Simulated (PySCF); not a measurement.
# I: ionisation energy

I [Kr] 4d10 5s2 5p5 (2P) → I⁺ [Kr] 4d10 5s2 5p4 (3P), as a difference of total energies. Calculation: PySCF 2.14, in def2-SVP with the def2 core potential (28 electrons) (4s4p2d, 26 functions); scalar relativity through the core potential. Correlated levels: valence: 4s2 4p6 4d10 frozen. The calculations carry no spin-orbit coupling.

| method | ionisation energy (eV) | error (eV) |
| --- | --- | --- |
| UHF | 9.592 | -0.927 |
| TPSS | 10.540 | +0.021 |
| M06-2X | 10.335 | -0.184 |
| MP2 (valence) | 10.054 | -0.465 |
| SCS-MP2 (valence) | 10.035 | -0.484 |
| CCSD (valence) | 10.026 | -0.493 |
| CCSD(T) (valence) | 10.028 | -0.491 |

Reference: 10.519 eV (measured; NIST levels, between the centres of gravity of the two terms).

Errors of the correlated levels include the incompleteness of this basis and the frozen core.
